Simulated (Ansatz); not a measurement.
A run for Ansatz (a quantum-chemistry and plane-wave program): R-B3LYP/def2-TZVPP on ethylenediamine (SMILES NCCN), a point of a torsion scan.

Ansatz 0.2 input:
```yaml
crystal:
  periodic: [false, false, false]
  atoms:
    - {symbol: N, position_ang: [1.81418887, 0.37999431, -0.28287115]}
    - {symbol: C, position_ang: [0.58648108, 0.16798996, 0.48460411]}
    - {symbol: C, position_ang: [0.85099152, -0.19283459, 1.94749279]}
    - {symbol: N, position_ang: [-0.40966986, -0.35052450, 2.65315385]}
    - {symbol: H, position_ang: [2.62715734, 0.24409707, 0.30757133]}
    - {symbol: H, position_ang: [1.86084625, 1.32883704, -0.63421404]}
    - {symbol: H, position_ang: [0.03922996, -0.65992479, 0.01440218]}
    - {symbol: H, position_ang: [-0.06183939, 1.04753133, 0.45559006]}
    - {symbol: H, position_ang: [1.39754235, 0.62373786, 2.43270768]}
    - {symbol: H, position_ang: [1.48876399, -1.09412491, 1.97813279]}
    - {symbol: H, position_ang: [-0.24395941, -0.60135387, 3.62181110]}
    - {symbol: H, position_ang: [-0.95338450, -1.09573047, 2.22981021]}
basis:
  gaussian:
    orbitals: def2-TZVPP
hamiltonian:
  xc: {name: B3LYP}
scf: {lower_state_search: off}
```

Program output:

```
Functional definition: B3LYP
[...]
these checks for a lower state are left out or cut short: stability, starts, cluster_reference, orbital_swaps, neighbouring_geometries, increment
integrals: 0.12 GiB planned
1142 factors; their error is unknown
mean field: 1.25 GiB planned
mean field evaluation 1: about -5173.5752 eV, gradient 7.9e1 eV
mean field evaluation 2: about -5158.7283 eV, gradient 1.1e2 eV
mean field evaluation 4: about -5186.5344 eV, gradient 3.2e0 eV
mean field evaluation 8: about -5186.5605 eV, gradient 4.7e-2 eV
mean field evaluation 16: about -5186.5448 eV, gradient 6.8e-5 eV
mean field -5186.54483988 eV, -190.6020072992 hartree, gradient 3.1e-6 eV, S^2 0.000000; 0 other end points of the search recorded, 0 dependent functions left out
reference -5186.54509240 eV, -190.6020165792 hartree; 17, 17 occupied and 219, 219 virtual orbitals, 1142 factors
Total energy: -5186.54509240 eV, -190.6020165792 hartree
Checks for a lower state left out: stability, starts, cluster_reference, orbital_swaps, neighbouring_geometries, increment
```

The run converged.

Cost: about 8 core-seconds (a rough figure).
